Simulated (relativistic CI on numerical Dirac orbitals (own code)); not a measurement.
Method of calculation: Dirac-Coulomb-Breit CI, KLI orbitals optimised for each configuration, model QED (radiative potential, 1s self-energy scaled to tabulated hydrogen-like ionisation energies), unscaled Slater integrals (own radial code, finite nucleus).

CI space (outside the closed core 1s2): 2s2, 2s.2p, 2p2, 2p.3s, 2p.3p, 2s.3s, 2s.3p, 2s.3d, 2s.4s, 2s.4p, 2s.4d, 2s.4f, 2s.5s, 3s2, 2s.5p, 2s.5d, 2s.5f, 2s.5g, 3s.3p, 3p2. Levels of other configurations are missing.

At this charge energies of transitions that change n are usually good to better than 1 %, and those within a shell (Δn = 0) to a few per cent.

Outline of the computed level scheme of Tl LXXVIII. Lowest level of each configuration: 2s2 1S_0 at 0.0 eV; 2s.2p 3P°_0 at 204.6 eV; 2p2 3P_0 at 569.1 eV; 2s.3s 3S_1 at 13583.5 eV; 2s.3p 3P°_1 at 13677.4 eV; 2p.3s 3P°_0 at 13834.3 eV; 2p.3p 3D_1 at 13890.6 eV; 2s.3d 3D_1 at 14379.2 eV; 2s.4s 3S_1 at 18211.8 eV.

Some strong electric-dipole decays among the lowest 36 levels: 2s.3d 3D_3 → 2s.2p 3P°_2 (2.5e+15 s⁻¹); 2s.3d 3D_2 → 2s.2p 3P°_1 (2.4e+15 s⁻¹); 2s.3d 3D_1 → 2s.2p 3P°_0 (1.6e+15 s⁻¹); 2s.3d 1D_2 → 2s.2p 1P°_1 (1.4e+15 s⁻¹); 2p.3p 3P_0 → 2s.2p 3P°_1 (1.2e+15 s⁻¹); 2s.3p 1P°_1 → 2s2 1S_0 (9.2e+14 s⁻¹); 2p.3p 3P_1 → 2s.2p 3P°_2 (9.1e+14 s⁻¹); 2p.3p 3D_1 → 2s.2p 3P°_1 (7.8e+14 s⁻¹).

LS names give the leading component of a level, which can be under half, so a name can repeat, a term be missing and a line seem to break the LS rules.
